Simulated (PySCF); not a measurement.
Compound: C4H8BP.
Numbering: `[CH:1]#[C:2]/[CH:3]=[CH:4]\[BH2-:5][PH3+:6]` (hydrogens: H7 on C1; H8 on C3; H9 on C4; H10, H11 on B5; H12, H13, H14 on P6)

Computed, not measured: PBE0-D3(BJ)/def2-SVP geometry optimisation, gas phase in PySCF 2.14.0.

**Question.** Give the optimised bond lengths and angles.

**Answer.** 
```tsv
bond	length (Å)	order
C1≡C2	1.216	triple
C2–C3	1.425	single
C3=C4	1.352	double
C4–B5	1.600	single
B5–P6	1.944	single
C1–H7	1.074	single
C3–H8	1.097	single
C4–H9	1.098	single
B5–H10, B5–H11	1.223	single
P6–H12, P6–H13, P6–H14	1.416	single
```

Bonds in one row agree within 0.01 Å and their mean is given. Orders are formal, as drawn. A selection of angles:
```tsv
angle	degrees
C2–C1–H7	178.8
C1–C2–C3	178.9
C2–C3–C4	124.2
C2–C3–H8	115.3
C4–C3–H8	120.5
C3–C4–B5	126.8
C3–C4–H9	114.9
B5–C4–H9	118.3
C4–B5–P6	105.6
C4–B5–H10	115.4
P6–B5–H10	101.6
P6–B5–H11	103.4
H10–B5–H11	112.9
B5–P6–H12	116.3
B5–P6–H13	117.9
H12–P6–H13	101.0
H13–P6–H14	100.3
```

Torsions: C2–C3–C4–B5 1° (synperiplanar); C3–C4–B5–P6 -69° (synclinal). The mirror-image conformer, all signs reversed, is as good.

B5 (four-coordinate boron) is distorted tetrahedral (angles from 101.6° to 115.7°). P6 (phosphorus bonded to B and 3 H) is distorted tetrahedral (angles from 100.3° to 117.9°). The 3 C–C bonds span 1.216 Å (C1≡C2, drawn triple) to 1.425 Å (C2–C3, drawn single), a spread of 0.209 Å. Of the pairs four or more bonds apart, C2···P6 is among the closest relative to their van der Waals radii: 3.49 Å, 100 % of the sum of Bondi's values.

Point group: C1 (no symmetry element, even within 0.4 Å). No frequency check. The numbers are those of one conformer.
